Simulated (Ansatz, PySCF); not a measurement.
System: Si2H3, net charge 0, doublet state. It need not be the lowest isomer of its formula. SMILES: [SiH][SiH2]
Coordinates optimised at B3LYP-D3(BJ)/def2-TZVP (Ansatz, an electronic-structure program):
```
Si
H 1 1.4867
H 1 1.4882 2 107.07
Si 1 2.2898 2 123.22 3 -169.59
H 4 1.5229 1 88.46 2 -175.19
```
Charge 0, spin multiplicity 2.

Property: atomisation energy (electronic, to ground-state atoms), in eV. Correlated levels leave the core frozen unless marked. UHF or UKS for open shells. Spin-orbit coupling is left out. Non-relativistic unless marked X2C. The coupled-cluster limit lacks core correlation, which all-electron functionals hold. CBS(X,Y): correlation extrapolated as X^-3; Hartree-Fock from the larger set. [CCSD(T)-MP2]/basis is that difference in the basis named.

```tsv
level	program	atomisation energy (eV)	minus last row
SVWN5/def2-TZVPD	Ansatz	13.93	1.46
TPSS-D4/def2-TZVPD	PySCF + dftd4	13.02	0.55
PBE0/6-31G*	Ansatz	12.11	-0.36
PBE0/def2-QZVPP	Ansatz	12.30	-0.17
wB97M-V/def2-TZVPD	Ansatz	12.49	0.02
wB97X-V/def2-TZVPD	Ansatz	12.56	0.09
MP2/aug-cc-pV(D+d)Z	Ansatz	11.12	-1.35
SCS-MP2/def2-SVP	Ansatz	11.14	-1.33
CCSD/def2-SVP	Ansatz	11.29	-1.18
CCSD/def2-SVPD	Ansatz	11.37	-1.10
CCSD(T)/6-31G	Ansatz	9.35	-3.12
CCSD(T)/cc-pV(T+d)Z	Ansatz	12.05	-0.42
X2C-CCSD(T)/cc-pVTZ-DK	Ansatz	11.95	-0.52
RI-MP2/CBS(cc-pV(T+d)Z,cc-pV(Q+d)Z)+[CCSD(T)-MP2]/cc-pV(T+d)Z	Ansatz	12.44	-0.03
CCSD(T)/CBS(cc-pV(T+d)Z,cc-pV(Q+d)Z)	Ansatz	12.47	0.00
```

The UHF reference is spin-contaminated (<S^2> 0.19 over the pure value in the largest basis). The T1 diagnostic of CCSD in the largest basis is 0.049, which is high, so the coupled-cluster rows are less sure than usual.
